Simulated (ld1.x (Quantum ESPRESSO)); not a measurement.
cobalt: from the effect back to the setting (TM)

Base potential:

| Property | Result |
| --- | --- |
| Element | Co |
| Generator | ld1.x (Quantum ESPRESSO) 7.5 |
| Type | norm-conserving Troullier–Martins (Kleinman–Bylander form) |
| Functional | LDA (PZ) |
| Relativity | scalar-relativistic |
| Frozen core | [Ar] |
| Valence charge | 9 |
| Reference configuration | 3d7 4s2 4p0 |
| Partial waves | 4s (bound): rc 2.10 bohr; 3d (bound): rc 1.75 bohr; 4p (bound, empty): rc 2.80 bohr |
| Local potential | the p channel |
| Core correction | Bessel-smoothed model core inside 1.70 bohr |

Cutoffs, loose and tight: the cutoffs (Ry, on a coarse ladder) from which the occupation-weighted sum of valence levels, in a spherical-Bessel basis at the reference potential, stays within 10 and 1 mRy of its value at 400 Ry. They do not see the model core or the augmentation charge, which bear on the density cutoff. Test errors are all-electron minus pseudo excitation energies from the reference, over the configurations 3d7 4s1 4p0; 3d7 4s0 4p0; 3d6 4s0 4p0; 3d6 4s2 4p1; 3d7 4s0 4p2; 3d7 4s1.5 4p0; 3d8 4s0 4p0 (two spin-polarised tests are not counted in the largest error); variants that change the core or the reference have their own tests. The largest error is taken over the tests solved by every variant that gives reliable tests at all, those not shown here included: 3d6 4s2 4p1; 3d7 4s0 4p0; 3d7 4s0 4p2.

Only the d radius is moved (1 further runs of the sweep failed or gave no value and are left out):

| d radius (bohr) | cutoff, loose | cutoff, tight | bound ghosts | largest test error (meV) |
| --- | --- | --- | --- | --- |
| 1.26 | 140 Ry | 260 Ry | s | -592 |
| 1.82 | 90 Ry | 140 Ry | s | -411 |
| 2.08 | 70 Ry | 120 Ry | s | -285 |
| 2.6 | 50 Ry | 80 Ry | s | +64 |

**Question.** One more run gave cutoff, loose: 55 Ry; cutoff, tight: 90 Ry; bound ghosts: s; largest test error (meV): -111. Which value of the d radius was used?

**Answer.** 2.34 bohr. The loose cutoff moves one way along this sweep, from 140 Ry at 1.26 to 50 Ry at 2.6 bohr, which places the run between 2.08 and 2.6 bohr.
